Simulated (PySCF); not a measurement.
Isopropyl acetate, C5H10O2.
Bonds: C1–C2, C2–O3 (double), C2–O4, O4–C5, C5–C6, C5–C7. Hydrogens: H8, H9, H10 on C1; H11 on C5; H12, H13, H14 on C6; H15, H16, H17 on C7.

Computed with PySCF at wB97X-D/pcSseg-2, non-relativistic, on one gas-phase PBE0-D3(BJ)/def2-TZVP geometry that isn't relaxed in the solvent. The solvent is an IEF-PCM continuum (van der Waals radii × 1.2). Only the electrostatic response of the medium enters.

Gas phase at wB97X-D/pcSseg-2: HOMO -9.80 eV, LUMO 2.18 eV, dipole 2.00 D.

What does the continuum do to the energy, the frontier levels and the dipole at wB97X-D/pcSseg-2 in chloroform?

```csv
solvent,ε,E(solvent) − E(gas) (kcal/mol),polarisation term (kcal/mol),distortion of the solute (kcal/mol),HOMO (eV),LUMO (eV),dipole (D)
chloroform,4.711,-3.85,-4.25,0.40,-9.97,2.18,2.44
```

The polarisation term is half the interaction of the solute with the surface charges that it induces; the rest is the cost of distorting the solute's density. The sum is the electrostatic part of solvation alone.

Which radius a makes the point-dipole formula ΔE = −[(ε − 1)/(2ε + 1)]·μ²/a³ give the value in chloroform, with the gas-phase dipole?

μ = 0.787 au and |ΔE| = 0.00613 Eh give a = 1.75 Å; the farthest nucleus lies 3.62 Å from the centroid of the nuclei, so such a sphere wouldn't even hold the nuclei. The formula assumes a rigid point dipole at the centre of a sphere.

Conformer computed: `[CH3:1][C:2](=[O:3])[O:4][CH:5]([CH3:6])[CH3:7]`: C1–C2–O4–C5 179°, C2–O4–C5–C6 154°.

Note: wB97X-D ran without an empirical dispersion term, which enters the total energy and its gradient alone.
